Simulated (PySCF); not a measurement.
# Computed records: BFH3NSi, BH3NOSi, CH5NSi2, H5N2Si2 and others

Computed with PySCF 2.14.0. Calculation on a computer-drawn molecule: the log of a Hartree-Fock and frozen-core CCSD(T) single point meant for a local Hartree-Fock minimum, with one planted fault or none, to be diagnosed. Offsets are logged minus clean, where the clean run is the same molecule without the fault. The reference is restricted for singlets and unrestricted otherwise, and also for a bond in bohr or an excited solution. Adding or removing an electron swaps singlet and doublet. The excited solution moves the top pair (singlet) or top alpha electron (doublet) to the lowest empty orbital. Highest occupied and lowest empty are orbital energies over both spins, largest force is the largest gradient component, triples share is (T) over the correlation energy, the T1 limit is 0.02 restricted and 0.045 unrestricted, electrons count all cores, a negative frequency is imaginary (commonest isotopes), and the dipole is about the centre of nuclear charge.

Common to all runs: logged SCF converged yes; possible faults no fault, one electron removed, one electron added, multiplicity raised by two, geometry at a saddle point, SCF held on an excited solution, minimal basis STO-3G, one bond length entered in bohr, all coordinates scaled.

(1) 
```xyz
7
formula=BFH3NSi meant_charge=0 meant_multiplicity=1 meant_basis=cc-pV(D+d)Z logged_electrons=38 logged_basis_functions=80 logged_spin_squared=0 logged_highest_occupied=-5.0496 logged_lowest_empty=-5.1354 logged_largest_force=0.23461 logged_CC_converged=no logged_dipole_magnitude=7.965 logged_SCF_stable_within_its_kind=no logged_energy_HF=-468.84047 planted_fault=SCF_held_on_an_excited_solution HF_energy_offset_from_clean_run=259.9
N     -1.2962    -3.0352     1.1633
Si    -0.2931    -1.8599     0.8317
B      0.1914    -1.5828    -1.1266
F      1.0298    -0.6097    -1.4615
H     -1.5963    -3.2519     2.0975
H      0.3344    -0.9337     1.8054
H     -0.2533    -2.2685    -1.9987
```

Units: logged_highest_occupied, logged_lowest_empty in eV; logged_largest_force in hartree/bohr; logged_dipole_magnitude in debye; logged_energy_HF in hartree; HF_energy_offset_from_clean_run in kcal/mol.

Drawn bonds:
```csv
atom,other atom,order
1,2,2
2,3,1
3,4,1
1,5,1
2,6,1
3,7,1
```

Notes: CCSD not converged.

(2) 
```xyz
7
formula=BFH3NSi meant_charge=0 meant_multiplicity=1 meant_basis=cc-pV(D+d)Z logged_electrons=38 logged_basis_functions=27 logged_spin_squared=0 logged_highest_occupied=-6.9451 logged_lowest_empty=5.7608 logged_largest_force=0.038397 logged_T1_diagnostic=0.020223 logged_D1_diagnostic=0.077987 logged_triples_share=0.035835 logged_CC_converged=yes logged_dipole_magnitude=1.9583 logged_SCF_stable_within_its_kind=yes logged_energy_HF=-463.44628 logged_energy_CCSD(T)=-463.66729 planted_fault=minimal_basis_STO-3G HF_energy_offset_from_clean_run=3645 CCSD(T)_energy_offset_from_clean_run=3869
N     -1.2962    -3.0352     1.1633
Si    -0.2931    -1.8599     0.8317
B      0.1914    -1.5828    -1.1266
F      1.0298    -0.6097    -1.4615
H     -1.5963    -3.2519     2.0975
H      0.3344    -0.9337     1.8054
H     -0.2533    -2.2685    -1.9987
```

Units: logged_highest_occupied, logged_lowest_empty in eV; logged_largest_force in hartree/bohr; logged_dipole_magnitude in debye; logged_energy_HF, logged_energy_CCSD(T) in hartree; HF_energy_offset_from_clean_run, CCSD(T)_energy_offset_from_clean_run in kcal/mol.

Drawn bonds:
```csv
atom,other atom,order
1,2,2
2,3,1
3,4,1
1,5,1
2,6,1
3,7,1
```

Notes: T1 above single-reference limit.

(3) 
```xyz
7
formula=BH3NOSi meant_charge=-1 meant_multiplicity=1 meant_basis=aug-cc-pV(D+d)Z logged_electrons=37 logged_basis_functions=128 logged_spin_squared=1.122 logged_highest_occupied=-9.2132 logged_lowest_empty=0.1678 logged_largest_force=0.04519 logged_T1_diagnostic=0.07224 logged_D1_diagnostic=0.30322 logged_triples_share=0.042532 logged_CC_converged=yes logged_dipole_magnitude=2.4158 logged_SCF_stable_within_its_kind=yes logged_energy_HF=-444.64969 logged_energy_CCSD(T)=-445.24687 planted_fault=one_electron_removed HF_energy_offset_from_clean_run=45.72 CCSD(T)_energy_offset_from_clean_run=67.54
N      1.9852    -0.8913    -1.7100
Si     0.8423    -0.4696    -0.6401
B     -0.0859    -1.4239     1.0248
O     -0.9644    -0.7523     1.6343
H      2.3592    -1.8171    -1.5769
H      0.3555     0.9225    -0.9281
H      0.3181    -2.5705     1.2586
```

Units: logged_highest_occupied, logged_lowest_empty in eV; logged_largest_force in hartree/bohr; logged_dipole_magnitude in debye; logged_energy_HF, logged_energy_CCSD(T) in hartree; HF_energy_offset_from_clean_run, CCSD(T)_energy_offset_from_clean_run in kcal/mol.

Drawn bonds:
```csv
atom,other atom,order
1,2,2
2,3,1
3,4,1
1,5,1
2,6,1
3,7,1
```

Notes: T1 above single-reference limit.

(4) 
```xyz
9
formula=CH5NSi2 meant_charge=0 meant_multiplicity=1 meant_basis=cc-pV(D+d)Z logged_electrons=46 logged_basis_functions=99 logged_spin_squared=0 logged_highest_occupied=-8.8934 logged_lowest_empty=0.58756 logged_largest_force=0.076323 logged_T1_diagnostic=0.016203 logged_D1_diagnostic=0.049862 logged_triples_share=0.031924 logged_CC_converged=yes logged_dipole_magnitude=3.1612 logged_SCF_stable_within_its_kind=yes logged_energy_HF=-672.98486 logged_energy_CCSD(T)=-673.53309 planted_fault=all_coordinates_scaled,by_-5.3_% HF_energy_offset_from_clean_run=17.93 CCSD(T)_energy_offset_from_clean_run=24.64
N     -2.3978     2.3202     0.8609
Si    -0.9607     2.7039     0.8137
C      0.4963     1.6936     0.8775
Si     0.5122     0.3693    -0.3593
H     -2.7218     1.4339     0.9691
H     -0.6566     4.0518     0.6468
H      1.3200     2.3133     0.7755
H      0.5043     1.2705     1.8276
H     -0.4628    -0.4536     0.2982
```

Units: logged_highest_occupied, logged_lowest_empty in eV; logged_largest_force in hartree/bohr; logged_dipole_magnitude in debye; logged_energy_HF, logged_energy_CCSD(T) in hartree; HF_energy_offset_from_clean_run, CCSD(T)_energy_offset_from_clean_run in kcal/mol.

Drawn bonds:
```csv
atom,other atom,order
1,2,2
2,3,1
3,4,1
1,5,1
2,6,1
3,7,1
3,8,1
4,9,1
```

(5) 
```xyz
9
formula=H5N2Si2 meant_charge=1 meant_multiplicity=1 meant_basis=cc-pV(D+d)Z logged_electrons=46 logged_basis_functions=99 logged_spin_squared=1.2433 logged_highest_occupied=-12.608 logged_lowest_empty=-6.2942 logged_largest_force=0.052986 logged_T1_diagnostic=0.037447 logged_D1_diagnostic=0.16133 logged_triples_share=0.03179 logged_CC_converged=yes logged_dipole_magnitude=10.134 logged_SCF_stable_within_its_kind=yes logged_energy_HF=-689.26976 logged_energy_CCSD(T)=-689.80176 planted_fault=one_bond_length_entered_in_bohr,row_3_of_the_drawn_bonds HF_energy_offset_from_clean_run=98.57 CCSD(T)_energy_offset_from_clean_run=121.5
N     -2.4328     0.9057    -2.3327
Si    -1.8189    -0.3696    -1.7219
N     -1.1110    -0.0852    -0.1127
Si     0.3386    -1.8451     1.9732
H     -2.9001     1.1106    -3.1921
H     -1.6130    -1.7861    -2.0275
H     -1.2403     0.8938     0.1257
H      0.5460    -3.2560     1.6725
H      0.7929    -1.2460     3.2214
```

Units: logged_highest_occupied, logged_lowest_empty in eV; logged_largest_force in hartree/bohr; logged_dipole_magnitude in debye; logged_energy_HF, logged_energy_CCSD(T) in hartree; HF_energy_offset_from_clean_run, CCSD(T)_energy_offset_from_clean_run in kcal/mol.

Drawn bonds:
```csv
atom,other atom,order
1,2,2
2,3,1
3,4,1
1,5,1
2,6,1
3,7,1
4,8,1
4,9,1
```

(6) 
```xyz
7
formula=H3NOSi2 meant_charge=0 meant_multiplicity=1 meant_basis=cc-pV(D+d)Z logged_electrons=46 logged_basis_functions=31 logged_spin_squared=0 logged_highest_occupied=-5.8437 logged_lowest_empty=6.3878 logged_largest_force=0.041433 logged_T1_diagnostic=0.025954 logged_D1_diagnostic=0.084904 logged_triples_share=0.048888 logged_CC_converged=yes logged_dipole_magnitude=2.0178 logged_SCF_stable_within_its_kind=yes logged_energy_HF=-700.42822 logged_energy_CCSD(T)=-700.65702 planted_fault=minimal_basis_STO-3G HF_energy_offset_from_clean_run=5338 CCSD(T)_energy_offset_from_clean_run=5554
N      0.4395     0.4904     0.5504
Si     0.5008    -0.8541    -0.2414
O     -0.8448    -1.5859    -0.7564
Si    -2.4914    -1.8050    -0.5526
H      1.2370     0.9949     0.8859
H      1.6368    -1.6721    -0.6790
H     -2.5005    -1.9194     0.9670
```

Units: logged_highest_occupied, logged_lowest_empty in eV; logged_largest_force in hartree/bohr; logged_dipole_magnitude in debye; logged_energy_HF, logged_energy_CCSD(T) in hartree; HF_energy_offset_from_clean_run, CCSD(T)_energy_offset_from_clean_run in kcal/mol.

Drawn bonds:
```csv
atom,other atom,order
1,2,2
2,3,1
3,4,1
1,5,1
2,6,1
4,7,1
```

Notes: T1 above single-reference limit.

(7) 
```xyz
7
formula=H3NOSi2 meant_charge=0 meant_multiplicity=1 meant_basis=cc-pV(D+d)Z logged_electrons=46 logged_basis_functions=89 logged_spin_squared=0 logged_highest_occupied=-9.2644 logged_lowest_empty=0.7238 logged_largest_force=5.502e-05 logged_lowest_frequency=-86.394 logged_T1_diagnostic=0.018813 logged_D1_diagnostic=0.053004 logged_triples_share=0.03029 logged_CC_converged=yes logged_dipole_magnitude=2.7907 logged_SCF_stable_within_its_kind=yes logged_energy_HF=-708.93039 logged_energy_CCSD(T)=-709.50454 planted_fault=geometry_at_a_saddle_point HF_energy_offset_from_clean_run=2.566 CCSD(T)_energy_offset_from_clean_run=2.541
N      1.8085     0.8499     0.0000
Si     0.7520    -0.3001     0.0000
O     -0.8351    -0.0012     0.0000
Si    -2.4426    -0.4404     0.0000
H      2.7975     0.6878     0.0000
H      0.9457    -1.7573     0.0000
H     -3.0260     0.9613     0.0000
```

Units: logged_highest_occupied, logged_lowest_empty in eV; logged_largest_force in hartree/bohr; logged_lowest_frequency in cm⁻¹; logged_dipole_magnitude in debye; logged_energy_HF, logged_energy_CCSD(T) in hartree; HF_energy_offset_from_clean_run, CCSD(T)_energy_offset_from_clean_run in kcal/mol.

Drawn bonds:
```csv
atom,other atom,order
1,2,2
2,3,1
3,4,1
1,5,1
2,6,1
4,7,1
```

(8) 
```xyz
8
formula=AlH4N2Si meant_charge=0 meant_multiplicity=2 meant_basis=cc-pV(D+d)Z logged_electrons=45 logged_basis_functions=94 logged_spin_squared=0.7543 logged_highest_occupied=-8.6645 logged_lowest_empty=0.92744 logged_largest_force=3.167e-05 logged_lowest_frequency=128.66 logged_T1_diagnostic=0.018961 logged_D1_diagnostic=0.053262 logged_triples_share=0.03234 logged_CC_converged=yes logged_dipole_magnitude=3.4498 logged_SCF_stable_within_its_kind=yes logged_energy_HF=-642.08699 logged_energy_CCSD(T)=-642.61296
N      1.5099    -1.0934    -1.6576
Si     0.4353    -0.5963    -0.6374
N     -1.2623    -0.6133    -0.6844
Al    -2.4065    -1.2205    -1.9513
H      1.3874    -1.5255    -2.5512
H      0.8852     0.0107     0.6202
H     -1.6913    -0.2146     0.1379
H     -3.9460    -1.0417    -1.5928
```

Units: logged_highest_occupied, logged_lowest_empty in eV; logged_largest_force in hartree/bohr; logged_lowest_frequency in cm⁻¹; logged_dipole_magnitude in debye; logged_energy_HF, logged_energy_CCSD(T) in hartree.

Drawn bonds:
```csv
atom,other atom,order
1,2,2
2,3,1
3,4,1
1,5,1
2,6,1
3,7,1
4,8,1
```

To be estimated
1. Give the missing planted fault for AlH4N2Si (entry 8).

## Answers
1. no fault

Further results for AlH4N2Si (entry 8):

```
HF energy offset from clean run      : 0 kcal/mol
CCSD(T) energy offset from clean run : 0 kcal/mol
```
